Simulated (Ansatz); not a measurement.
Basis-set series for `N=[CH][GaH][NH2]`. The species carries charge 0 and has multiplicity 1. The structure was optimised at the PBE0-D4/def2-TZVP level. It is one conformer, not always the lowest.

| functional | basis | functions | energy (Eh) | HOMO (eV) | LUMO (eV) |
| --- | --- | --- | --- | --- | --- |
| PBE0-D4 | def2-SVP | 99 | -2074.66778 | -6.71 | -1.15 |
| PBE0-D4 | def2-TZVPP | 211 | -2075.09168 | -6.91 | -1.40 |
| ωB97M-V | def2-SVP | 99 | -2074.92315 | -8.96 | 0.86 |
| ωB97M-V | def2-TZVPP | 211 | -2075.35298 | -9.19 | 0.54 |

Task: Give the rows for def2-QZVPP. (Estimate.)

Result: Computed: 
| functional | basis | functions | energy (Eh) | HOMO (eV) | LUMO (eV) |
| --- | --- | --- | --- | --- | --- |
| PBE0-D4 | def2-QZVPP | 410 | -2075.14457 | -6.96 | -1.47 |
| ωB97M-V | def2-QZVPP | 410 | -2075.40411 | -9.24 | 0.36 |

Positive LUMOs are unbound and depend on the basis. Scalar relativity is left out up to krypton.
